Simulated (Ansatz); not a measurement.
Relaxation of CH$_{3}$AlFNO (8 atoms, charge 0, multiplicity 1), to a largest force component of 0.02 eV/Å in at most 50 steps.

These are results of UKS r2SCAN/def2-SVP (Ansatz), not measurements.

```xyz
8
Properties=species:S:1:pos:R:3
N 0.760 -0.349 1.093
C -0.495 -0.518 0.279
O -0.240 -1.278 -0.882
Al -0.555 0.475 -1.381
F -0.180 2.055 -2.096
H 1.540 -0.121 0.462
H 0.591 0.571 1.640
H -1.328 -0.891 0.830
```

Question: Where does it end, and by what steps?

Answer: The forces met the threshold. After 22 steps the energy has fallen by 2.161 eV; O3 moved furthest, 1.59 Å. Parted: C2–Al4 (1.94 → 2.96 Å).

```csv
step,energy less start (eV),largest force component (eV/Å),accepted
0,0.0000,2.492,yes
1,-0.5938,1.909,yes
2,-0.9848,0.413,yes
3,-1.0948,0.613,yes
4,-1.1790,0.799,yes
5,-1.2416,0.712,yes
6,-1.2835,0.932,yes
7,-1.3078,0.497,yes
8,-1.3448,0.427,yes
9,-1.4071,1.326,yes
10,-1.4572,2.728,yes
11,-1.5538,2.715,yes
12,-1.6847,2.552,yes
13,-1.8521,2.961,yes
14,-2.0282,1.733,yes
15,-2.1266,0.195,yes
16,-2.1476,0.069,yes
17,-2.1519,0.382,yes
18,-2.1527,0.479,yes
19,-2.1602,0.083,yes
20,-2.1608,0.040,yes
21,-2.1608,0.035,yes
22,-2.1610,0.004,yes
```

```xyz
8
Properties=species:S:1:pos:R:3
N 0.846 -0.526 1.282
C -0.136 -0.192 0.443
O 0.066 0.269 -0.684
Al -1.547 0.780 -1.974
F -0.433 1.272 -3.149
H 1.813 -0.400 0.995
H 0.647 -0.902 2.202
H -1.165 -0.358 0.830
```

Time of the run: 52 s on 2 threads of AMD EPYC 9R45 96-Core Processor (Zen 5), with other jobs on the host, peak memory 0.28 GiB.
